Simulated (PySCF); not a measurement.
CBr₃, multiplicity 2. Atoms are numbered in the order given.

```xyz
4

C      0.0000     0.0000     0.2160
Br     1.5925     0.9194    -0.0123
Br    -1.5925     0.9194    -0.0123
Br     0.0000    -1.8389    -0.0123
```
Charge 0, spin multiplicity 2.

Geometry: ωB97X-D3(BJ)/def2-SVP.

Method: PBE/def2-TZVP run with PySCF.

ESP charges are fitted to the potential on shells at 1.4 to 2.0 van der Waals radii. Atomic charges (e):

| atom | meta-Löwdin | ESP fit | Löwdin | Mulliken spin |
|---|---|---|---|---|
| C1 | -0.25 | -0.18 | -1.11 | 0.71 |
| Br2 | 0.08 | 0.06 | 0.37 | 0.10 |
| Br3 | 0.08 | 0.06 | 0.37 | 0.10 |
| Br4 | 0.08 | 0.06 | 0.37 | 0.10 |

### Question
Give the Mayer and Wiberg (Löwdin basis) orders of the bonds. (The exact figures need the calculation; the answer reports its results.)

### Answer

| bond | Mayer | Wiberg |
|---|---|---|
| C1–Br2 | 1.20 | 1.87 |
| C1–Br3 | 1.20 | 1.87 |
| C1–Br4 | 1.20 | 1.87 |
